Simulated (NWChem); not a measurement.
# C2H3AgFN; SMILES [F][Ag]<-[C-]#[N+]C

Not confirmed as a minimum by frequencies. def2 effective core potentials on Ag; no spin-orbit coupling.

Question: Give the equilibrium geometry at PBE0/def2-SVP with def2 effective core potentials on Ag (NWChem) as an XYZ file, with the point group.

Answer: point group C3v; any orientation.
```
8

Ag    -0.2350     0.5070    -0.5321
F     -0.8170     1.7791    -1.8809
C      1.1447    -2.4763     2.6103
N      0.7131    -1.5516     1.6412
C      0.3594    -0.7880     0.8376
H      1.0919    -2.0213     3.6095
H      2.1830    -2.7731     2.4041
H      0.5029    -3.3684     2.5860
```
